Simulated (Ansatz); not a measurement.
Species: GeAsH4, charge 0, doublet. GeAsH4 (SMILES [GeH2][AsH2], doublet).
B3LYP-D3(BJ)/def2-TZVP minimum from Ansatz (a program for electronic structure):
```xyz
6

Ge     0.8996    -0.8195    -0.1830
As    -0.8973     0.7994     0.1866
H      1.2636    -1.4578     1.1875
H      0.3431    -1.9619    -1.0795
H      0.0164     1.8541     0.7992
H     -0.7983     1.4079    -1.2071
```
Charge 0, spin multiplicity 2.

Atomisation energy term by term, kcal/mol (programs: Ansatz). UHF or UKS for unpaired electrons; spin-orbit terms are left out. Correlated methods leave the cores frozen (noble-gas shells, and filled d and f shells in the p block). No relativity. CBS(X,Y): correlation extrapolated as X^-3, Hartree-Fock from the larger set. A bracket is a step between two methods taken in the basis named. Where a partner has so few electrons that a lower coupled-cluster level is exact, that level stands in.

```
term                               basis  kcal/mol
------------------  --------------------  --------
Hartree-Fock                     cc-pVQZ    222.54
CCSD correlation    CBS(cc-pVTZ,cc-pVQZ)     96.02
(T)                 CBS(cc-pVTZ,cc-pVQZ)      4.48
CCSDT(Q) - CCSD(T)               cc-pVTZ      0.44
sum: De                                      323.5
```

The step beyond CCSD(T) by other levels: CCSDT(Q) in cc-pVDZ 0.61 kcal/mol.
